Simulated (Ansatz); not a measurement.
A structure relaxed at PBE/def2-SVPD in Ansatz, charge -1, doublet:

```
atom   x (Å)   y (Å)   z (Å)
 Ca1   1.810  -1.165  -2.453
 Ca2   0.231  -3.227   0.533
 Ca3  -1.505  -0.269  -0.988
 Ca4   0.875   2.474  -2.004
 Ca5  -1.275   2.746   1.188
 Ca6   1.502   0.266   0.986
 Ca7  -1.638  -0.825   2.738
```

Q: Give its formula.

A: the cluster Ca7⁻ (the lowest doublet isomer of a short search).

Q: Summarise the bond lengths by kind (pairs closer than 1.2 times the sum of covalent radii, bridged metal pairs left out).

A: 16 × Ca–Ca 3.64 to 3.96 Å.

The highest occupied level of the charge -1 doublet lies above zero (up to 0.13 eV). It is a level of α spin, whose loss leaves a singlet; that state wasn't run at this geometry and level. The electron is either unbound and held by the finite basis, or the level is raised by self-interaction error. The relaxation made no stability test and no search for a lower SCF solution. The structure comes from a short search, and lower isomers may exist.
